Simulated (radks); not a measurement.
Problem. The cerium ion Ce2+, 56 electrons, occupied as [Xe] 4f2 (the NIST ground configuration). Method: scalar-relativistic Kohn-Sham, PBEsol, spin-unpolarised, spherical densities, finite nucleus; Fermi nuclear charge, rms radius 4.8771 fm; computed with a radial shooting solver on a logarithmic mesh with Libxc functionals. Some entries of the table are withheld. Estimate them.

| orbital | occ. | eigenvalue (eV) | <1/r> (bohr^-1) | r(max) (bohr) |
|---|---|---|---|---|
| 1s | 2 | -40254.75 | 63.31 | 0.01575 |
| 2s | 2 | -6450.791 | 14.60 | 0.08910 |
| 2p | 6 | (1) | 13.83 | 0.07168 |
| 3s | 2 | -1392.523 | 5.298 | 0.2547 |
| 3p | 6 | -1178.933 | 5.017 | 0.2493 |
| 3d | 10 | -875.2584 | 4.760 | 0.2051 |
| 4s | 2 | -286.0602 | (2) | 0.5935 |
| 4p | 6 | -216.4949 | 2.033 | 0.6199 |
| 4d | 10 | -116.4431 | 1.767 | 0.6541 |
| 5s | 2 | -50.0595 | (3) | 1.388 |
| 5p | 6 | -33.2402 | 0.7272 | 1.572 |
| 4f | 2 | (4) | 1.131 | 0.7275 |

Solution. 
(1) 2p eigenvalue (eV): -5779.341
(2) 4s <1/r> (bohr^-1): 2.207
(3) 5s <1/r> (bohr^-1): 0.8563
(4) 4f eigenvalue (eV): -12.9747
